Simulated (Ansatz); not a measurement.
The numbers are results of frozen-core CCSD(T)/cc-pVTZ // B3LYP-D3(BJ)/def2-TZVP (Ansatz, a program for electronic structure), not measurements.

Ansatz 0.2 input:
```yaml
crystal:
  periodic: [false, false, false]
  atoms:
    - { symbol: N, position_ang: [-1.560656, -0.296926, -0.018] }
    - { symbol: Al, position_ang: [0.01919, 0.480988, 0.005464] }
    - { symbol: N, position_ang: [1.531363, -0.421749, 0.01012] }
    - { symbol: Br, position_ang: [0.111163, 2.745849, 0.031125] }
    - { symbol: H, position_ang: [-1.720438, -1.29143, -0.030714] }
    - { symbol: H, position_ang: [-2.435221, 0.202481, -0.021067] }
    - { symbol: H, position_ang: [2.442772, 0.006592, 0.022971] }
    - { symbol: H, position_ang: [1.611827, -1.425804, 0.000101] }
basis:
  gaussian: { orbitals: cc-pVTZ }
correlation:
  method: ccsd_t
```

Output:

```
Functional definition: HF
1158 factors; integrals over basis functions are off by at most 1.3e-3 eV
mean field evaluation 1: about -79611.1625 eV, gradient 4.8e1 eV
mean field evaluation 2: about -79611.2642 eV, gradient 4.8e1 eV
mean field evaluation 4: about -79615.7738 eV, gradient 2.7e0 eV
mean field evaluation 8: about -79615.8175 eV, gradient 2.5e-1 eV
mean field evaluation 16: about -79611.1615 eV, gradient 4.8e1 eV
mean field -79615.81771405 eV, -2925.8273354518 hartree, gradient 5.8e-6 eV, S^2 0.000000; 0 other end points of the search recorded, 0 dependent functions left out
16 core orbitals not correlated
reference -79615.81771405 eV, -2925.8273354518 hartree; 17, 17 occupied and 160, 160 virtual orbitals, 1158 factors
second order -19.83624758 eV of doubles, -0.00000000 eV of singles
cycle   1  -20.09238243 eV  change   -2.6e-1 eV  update   7.9e-2
cycle   2  -20.50030344 eV  change   -4.1e-1 eV  update   2.2e-2
cycle   3  -20.56981100 eV  change   -7.0e-2 eV  update   1.0e-2
cycle   4  -20.56082759 eV  change    9.0e-3 eV  update   2.6e-3
cycle   5  -20.56161271 eV  change   -7.9e-4 eV  update   1.2e-3
cycle   6  -20.56164029 eV  change   -2.8e-5 eV  update   3.2e-4
cycle   7  -20.56144549 eV  change    1.9e-4 eV  update   1.1e-4
cycle   8  -20.56145733 eV  change   -1.2e-5 eV  update   3.2e-5
perturbative correction -0.77155088 eV, -0.0283539720 hartree
Total energy: -79637.15072226 eV, -2926.6113090436 hartree
```

Cost: around 2.4 core-minutes (rough).
